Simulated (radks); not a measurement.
The numbers below are computed, except where a source is named.
Os36+, 40 electrons, occupied as [Kr] 4d4 (the NIST ground configuration). Level of theory: Dirac Kohn-Sham, exchange-only PBE, spin-unpolarised, spherical densities, finite nucleus; open shells fill j = l - 1/2 first; Fermi nuclear charge, rms radius 5.4126 fm (a radial shooting solver on a logarithmic mesh with Libxc functionals).

Normalised radial functions P(r) = r R(r) (large component), r in bohr:

```
   r/bohr * 3d5/2, o 4d3/2 (the largest magnitude, 2.46, reaches the edge; | marks zero, & curves that meet)
0.0009499                             &
 0.001362                             &
 0.001967                             &
  0.00282                             &
 0.004042                             &
 0.005793                             &
  0.00837                             &
    0.012                             &
   0.0172                             |&
  0.02465                             |o*
  0.03561                             |  o *
  0.05104                             |     o  *
  0.07316                             |         o     *
   0.1049                             |           o           *
   0.1515                             |        o                 *
   0.2172                          o  |                    *
   0.3113            o                |          *
   0.4461          o                  |  *
   0.6446                    o        *
   0.9239                           o *
    1.324                             &
```

3d5/2: eigenvalue -3415.5 eV, 0 radial nodes, <r> = 0.176 bohr, 90 % of the charge inside 0.271 bohr. 4d3/2: eigenvalue -1577.4 eV, 1 radial node at r = 0.202 bohr, <r> = 0.406 bohr, 90 % of the charge inside 0.592 bohr.
